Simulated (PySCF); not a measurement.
**Gas-phase XPS of `CC[P+]1(NC)C=CC=C1`, computed**

C7H13NP (charge +1).
Atom-mapped SMILES: `[CH3:1][CH2:2][P+:3]1([NH:4][CH3:5])[CH:6]=[CH:7][CH:8]=[CH:9]1`

Level of theory: delta-SCF UKS SCAN, pcX-2 on the ionised atom, pcseg-1 elsewhere, spin-free X2C in PySCF. These are vertical core ionisation energies against the vacuum level, from separate self-consistent calculations with and without the core hole.

Q: What binding energy does each computed site have?

A: 
| atom(s) | environment | level | binding energy (eV) | 2p1/2 (eV) | above the level's lowest (eV) | count |
| --- | --- | --- | --- | --- | --- | --- |
| C1 | methyl carbon | C 1s | 294.76 | – | +0.15 | 1 |
| C2 | sp3 carbon bound to phosphorus | C 1s | 295.44 | – | +0.83 | 1 |
| P3 | phosphorus bonded to 3 C and N | P 2p3/2 | 142.80 | 143.69 | 0.00 | 1 |
| P3 | phosphorus bonded to 3 C and N | P 1s | 2156.64 | – | 0.00 | 1 |
| N4 | nitrogen bonded to C, P and H | N 1s | 409.81 | – | 0.00 | 1 |
| C5 | N-methyl carbon | C 1s | 295.81 | – | +1.20 | 1 |
| C6/C9 | alkene CH carbon | C 1s | 294.61 | – | 0.00 | 2 |
| C7/C8 | alkene CH carbon | C 1s | 295.29 | – | +0.68 | 2 |

Lowest listed C 1s: C6/C9, bonded to C (double bond), H and P. Highest, 1.20 eV above it: C5, bonded to N and 3 H. The widest gap between neighbouring values is 0.53 eV, between 294.76 and 295.29 eV.

Q: What is the longest wavelength that can ionise C 1s of C7/C8 vertically?

A: λ = hc/E = 12398.42 eV Å / 295.29 eV = 41.987 Å.

Q: Express the binding energy of C 1s of C7/C8 in atomic units and per mole.

A: 295.29 eV = 10.8517 Eh = 28491 kJ/mol.

One atom of each set of topologically equivalent atoms was ionised and stands for the set; in this conformer not all members are related by symmetry, and their own values weren't computed. Spin contamination (⟨S²⟩ against 0.75 for a pure doublet) is marked for C 1s of C7/C8 (0.99), which makes this value less certain. The 2p values aren't plain energy differences: one relaxed spin-free 2p hole is combined with a matrix within the shell (ground-state 2p orbital-energy differences and spin–orbit coupling). 2p3/2, the mean of its two sublevels, lies a third of the splitting below the shell's mean and 2p1/2 two thirds above it; the statistical areas are 2:1. 2p1/2 minus 2p3/2 (ligand field included): P 0.89 eV. The species carries charge +1, so core ionisation leaves charge +2. The structure is a single PBE0-D3(BJ)/def2-SVP conformer in the gas phase; no vibrational or solvent corrections.

Shape of the structure used: `[CH3:1][CH2:2][P+:3]1([NH:4][CH3:5])[CH:6]=[CH:7][CH:8]=[CH:9]1`: C1–C2–P3–N4 177°, C2–P3–N4–C5 -177°.
